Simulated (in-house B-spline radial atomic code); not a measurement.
Ag⁺ is squeezed into an impenetrable sphere of radius R (the orbitals vanish at R). Method: Dirac-Hartree-Fock, average of configuration, Fermi nucleus of rms radius 4.5454 fm. Calculated with an all-electron radial atomic-structure program (B-spline basis).

Energies in eV above the free ion in [Kr] 4d10:

| R (bohr) | highest level (eV) | [Kr] 4d10 | [Ar] 3d10 4s2 4p5 4d10 4f1 | [Kr] 4d9 4f1 |
| --- | --- | --- | --- | --- |
| 9.94 | -21.8 | 0 | 77.02 | 17.67 |
| 6.44 | -21.8 | 0.01041 | 81.43 | 22.12 |
| 4.91 | -21.5 | 0.259 | 87.61 | 28.38 |
| 4.35 | -21 | 0.8264 | 91.7 | 32.57 |
| 3.72 | -19.7 | 3.069 | 99.18 | 40.18 |
| 2.81 | -13.1 | 22.24 | 129.7 | 70.37 |
| 2.74 | -12.1 | 26.14 | 134.8 | 75.33 |
| 2.38 | -3.71 | 62.3 | 178.4 | 117.6 |
| 1.87 | 26.3 | 246.5 | 379.1 | 312.3 |
| 1.45 | 101 | 906.9 | 1058 | 979.1 |

Task: Does [Ar] 3d10 4s2 4p5 4d10 4f1 fall below [Kr] 4d10 under compression?

Result: No, it stays above over the whole range.

Task: Does [Kr] 4d9 4f1 fall below [Kr] 4d10 under compression?

Result: No, it stays above over the whole range.

The highest level is first positive in the row R = 1.87 bohr, pushed up by confinement above the zero of the free ion's potential. Each configuration is held fixed and needn't be the lowest in the sphere.
